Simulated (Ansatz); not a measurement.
A structure drawn as `F[C]1(F)[AlH][Se]1`, with this starting geometry:

```xyz
6

F     1.574   -0.754   -0.356
C     0.388   -0.472    0.352
F     0.531   -0.559    1.730
Al   -0.744    0.913   -0.296
Se   -1.149   -1.461   -0.309
H    -0.599    2.333   -1.122
```

Total charge 0; spin multiplicity 1.

(1) Does it keep its bonds when Ansatz relaxes it at PBE-D4/def2-SVP and then PBE0-D4/def2-TZVP?

(2) Give the relaxed structure. (An estimate is asked.)

Atoms count as bonded under 1.1 times the sum of their covalent radii (H–H under 0.85 Å, pairs among N, O and F under 1.55 Å), and a drawn bond as lost past 1.3 times.

Answers

(1) Yes, every drawn bond is still there and no new one forms.

(2) The calculation gave: 
Z-matrix (Å, degrees):
```
C
F 1 1.341
Al 1 1.942 2 125.4
F 1 1.341 2 106.7 3 162.9
Se 1 2.100 2 110.8 3 -76.4
H 3 1.569 1 150.0 2 79.9
```
All modes are real.
